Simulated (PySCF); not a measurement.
A structure optimised at PBE-D3(BJ)/def2-TZVP, used in a PySCF frequency run:

```xyz
6

Hf    -0.0002    -0.4256     0.0000
H      1.7870    -0.9346     0.0000
H     -0.8745    -1.0500    -1.5118
H     -0.8745    -1.0500     1.5118
S     -0.0816     1.9866     0.0000
H      1.2816     1.8891     0.0000
```

Question: Write its SMILES, formula and point group.

Answer: [SH][HfH3], H4HfS, Cs

Question: What are its rotational constants (standard atomic weights)?

Answer: 45.186, 2.9840, 2.9497 GHz
